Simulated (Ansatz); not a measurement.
One change: `Cl[SiH]1C[Se]1` becomes `C[SiH]1C[Se]1`.

Ansatz, PBE0-D4/def2-TZVP geometries, multiplicity 1. 

Scalar relativity is left out up to krypton.

```csv
property,`Cl[SiH]1C[Se]1`
HOMO–LUMO gap (B3LYP/def2-TZVPP) / eV,5.73
HOMO energy (B3LYP/def2-TZVPP) / eV,-6.67
size of the dipole moment (B3LYP/def2-TZVPP) / D,1.46
size of the dipole moment (PBE/def2-TZVPP) / D,1.37
HOMO energy (PBE0/def2-TZVPP) / eV,-6.93
HOMO energy (PBE/def2-TZVPP) / eV,-5.80
```

Question: What does the change do to each property? (Best estimate.)

Answer: Ansatz gave: 
```json
{"property": "HOMO–LUMO gap (B3LYP/def2-TZVPP) / eV", "`C[SiH]1C[Se]1`": "5.88", "shift": "0.15"}
{"property": "HOMO energy (B3LYP/def2-TZVPP) / eV", "`C[SiH]1C[Se]1`": "-6.18", "shift": "0.49"}
{"property": "size of the dipole moment (B3LYP/def2-TZVPP) / D", "`C[SiH]1C[Se]1`": "2.37", "shift": "0.91"}
{"property": "size of the dipole moment (PBE/def2-TZVPP) / D", "`C[SiH]1C[Se]1`": "2.24", "shift": "0.87"}
{"property": "HOMO energy (PBE0/def2-TZVPP) / eV", "`C[SiH]1C[Se]1`": "-6.43", "shift": "0.50"}
{"property": "HOMO energy (PBE/def2-TZVPP) / eV", "`C[SiH]1C[Se]1`": "-5.31", "shift": "0.49"}
```

With PBE0 the HOMO rises by 0.50 eV and the LUMO rises by 0.65 eV, so the gap widens by about 0.15 eV. PBE moves the HOMO by 0.49 eV and ωB97M-V by 0.49 eV. Dipoles are sizes alone; their direction can turn.

B3LYP here is the variant with VWN-RPA as its local correlation; programs differ in this.

Spin–orbit coupling is left out; it splits and shifts lone-pair levels of the heavy atoms by tenths of an eV.
